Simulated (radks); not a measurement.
Results of a calculation; reference values are marked as such.
Problem. Isoelectronic series with 14 electrons, all held in the configuration [Ne] 3s2 3p2, which need not be the ground one along the series. Code: a radial shooting solver on a logarithmic mesh with Libxc functionals. Model: scalar-relativistic Kohn-Sham, PBEsol, spin-polarised, spherical densities, finite nucleus; open shells are filled with parallel spins first; Fermi nuclear charge, rms radius of each element as measured or else 0.836 A^(1/3) + 0.57 fm. Total energies (hartree) and orbital eigenvalues (hartree) (* marks an orbital that is empty in some or all of the ions):

ion    E (hartree)   3p down*      3p up    3s down      3s up    2p down
Si      -289.32725   -0.10943   -0.16855   -0.35484   -0.41624   -3.49305
P+      -340.99527   -0.47129   -0.55007   -0.80225   -0.88422   -4.94561
S2+     -397.20416   -0.96706   -1.06368   -1.38356   -1.48395   -6.67553
Cl3+    -457.94828   -1.58706   -1.70060   -2.08922   -2.20692   -8.67157
Ar4+    -523.22889   -2.32685   -2.45676   -2.91502   -3.04934  -10.92862
K5+     -593.05090   -3.18398   -3.32990   -3.85874   -4.00921  -13.44394
Ca6+    -667.42149   -4.15699   -4.31868   -4.91910   -5.08540  -16.21594
Sc7+    -746.34956   -5.24495   -5.42224   -6.09538   -6.27726  -19.24370
Ti8+    -829.84537   -6.44727   -6.64004   -7.38717   -7.58446  -22.52670
V9+     -917.92030   -7.76358   -7.97173   -8.79427   -9.00683  -26.06465
Mn11+  -1107.85766  -10.73729  -10.97601  -11.95431  -12.19713  -33.90524
Fe12+  -1209.74762  -12.39451  -12.64844  -13.70747  -13.96530  -38.20805
Co13+  -1316.27146  -14.16527  -14.43439  -15.57629  -15.84910  -42.76616
Ni14+  -1427.44525  -16.04962  -16.33390  -17.56106  -17.84881  -47.57985
Cu15+  -1543.28511  -18.04764  -18.34708  -19.66207  -19.96473  -52.64946
Zn16+  -1663.80910  -20.15944  -20.47402  -21.87969  -22.19724  -57.97539
Ga17+  -1789.03526  -22.38516  -22.71487  -24.21429  -24.54673  -63.55806
Ge18+  -1918.98276  -24.72495  -25.06980  -26.66630  -27.01362  -69.39795
As19+  -2053.67203  -27.17900  -27.53899  -29.23619  -29.59840  -75.49557

Estimate the row of Cr10+.

Solution. E (hartree) -1010.58663; 3p down* -9.19363; 3p up -9.41709; 3s down -10.31663; 3s up -10.54436; 2p down -29.85748.
